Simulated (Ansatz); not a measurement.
Born–Oppenheimer molecular dynamics of ClH$_{5}$OW (8 atoms, charge 0, multiplicity 1). It starts from a relaxed structure.

Theory: RHF/def2-SVP (Ansatz).

```json
{
 "ensemble": "NVT, Nosé–Hoover chain",
 "time step": "1 fs",
 "steps asked": "166",
 "set temperature": "1500 K",
 "thermostat": "time constant 1 fs, chain length 1",
 "seed": "233109"
}
```

First frame:

```xyz
8
Properties=species:S:1:pos:R:3
W 0.189 0.104 0.259
Cl -0.440 0.382 2.481
O 1.995 -0.358 0.134
H 2.479 -1.096 -0.205
H 0.123 1.659 -0.378
H -1.230 -0.764 0.258
H 0.068 -1.193 -0.755
H -0.687 0.313 -1.145
```

How far do the bonds stretch over the last three quarters of this one trajectory? (Pairs bonded in most of those frames.)


```tsv
bond	mean (Å)	spread (Å)	shortest	longest
W1–Cl2	2.324	0.056	2.24	2.45
W1–O3	1.878	0.067	1.79	1.99
W1–H5	1.726	0.050	1.62	1.84
W1–H7	1.722	0.029	1.67	1.79
O3–H4	0.952	0.018	0.92	0.98
H6–H8	0.754	0.045	0.68	0.83
```

Mean temperature of the second half: 1503 K. The conserved energy stayed within 3 meV per atom of its start (net change 0.61 meV per atom), so there is no drift, though single steps change it by up to 27 meV in the whole system, a sign of fast motions only just resolved. A run of 0.17 ps of so small a system gives no equilibrium averages. The orbitals stay closed-shell, which can raise the energy where a bond breaks towards radicals; this wasn't checked here.

The run took 6 min on 1 thread of Arm Neoverse V1 (shared host), peak memory 0.19 GiB.
